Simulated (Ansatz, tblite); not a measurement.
Series E3X8: gap (eV) at several levels, gas phase, relaxed structures; Ansatz, xTB through tblite. Core potentials for Sn in the def2 sets, no spin–orbit coupling. The structures are stationary points that may keep the symmetry of their start.

```
species    state            geometry  GFN1-xTB  PBE-D4/def2-SVP  PBE-D4/def2-TZVP  r2SCAN-D4/def2-TZVP  PBE0-D4/def2-SVP  PBE0-D4/def2-TZVP
  Ge3F8  singlet     PBE-D4/def2-SVP      3.60             4.57              4.60                 5.18              6.91               6.91
  Sn3H8  singlet    PBE0-D4/def2-SVP      4.49             4.74              4.63                 5.13              6.46               6.33
 Sn3Cl8  singlet  r2SCAN-D4/def2-SVP      1.42             2.45              2.47                 2.85              4.20               4.22
```

Over the 3 species that have every level, the mean is 3.17 at GFN1-xTB, 3.92 at PBE-D4/def2-SVP, 3.90 at PBE-D4/def2-TZVP, 4.39 at r2SCAN-D4/def2-TZVP, 5.86 at PBE0-D4/def2-SVP, 5.82 at PBE0-D4/def2-TZVP. Orbital gaps grow with the share of exact exchange and aren't one observable across functionals.
